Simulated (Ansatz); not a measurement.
Asn (charge +1): gap (eV) at several levels, gas phase, relaxed structures; Ansatz. Clusters are the lowest isomers that short searches found in that spin, judged at the geometry's level. HOMO and LUMO are taken over both spins. Singlets are spin-restricted. The structures are stationary points that may keep the symmetry of their start.

```json
{"species": "As3⁺", "state": "singlet", "geometry": "r2SCAN-D4/def2-TZVP", "PBE-D4/def2-SVP": "2.52", "PBE-D4/def2-TZVP": "2.50", "BLYP-D4/def2-TZVP": "2.44", "PBE0-D4/def2-SVP": "4.31", "PBE0-D4/def2-TZVP": "4.29"}
{"species": "As4⁺", "state": "doublet", "geometry": "PBE-D4/def2-SVP", "PBE-D4/def2-SVP": "0.57", "PBE-D4/def2-TZVP": "0.60", "BLYP-D4/def2-TZVP": "0.49", "PBE0-D4/def2-SVP": "2.24", "PBE0-D4/def2-TZVP": "2.27"}
{"species": "As5⁺", "state": "singlet", "geometry": "PBE-D4/def2-SVP", "PBE-D4/def2-SVP": "2.36", "PBE-D4/def2-TZVP": "2.33", "BLYP-D4/def2-TZVP": "2.31", "PBE0-D4/def2-SVP": "3.93", "PBE0-D4/def2-TZVP": "3.91"}
```

Problem. Estimate the column for r2SCAN-D4/def2-TZVP.

Solution. As3⁺ 2.76; As4⁺ 1.02; As5⁺ 2.54.

Over the 3 species that have every level, the mean is 1.82 at PBE-D4/def2-SVP, 1.81 at PBE-D4/def2-TZVP, 1.75 at BLYP-D4/def2-TZVP, 2.11 at r2SCAN-D4/def2-TZVP, 3.49 at PBE0-D4/def2-SVP, 3.49 at PBE0-D4/def2-TZVP. Orbital gaps grow with the share of exact exchange and aren't one observable across functionals.
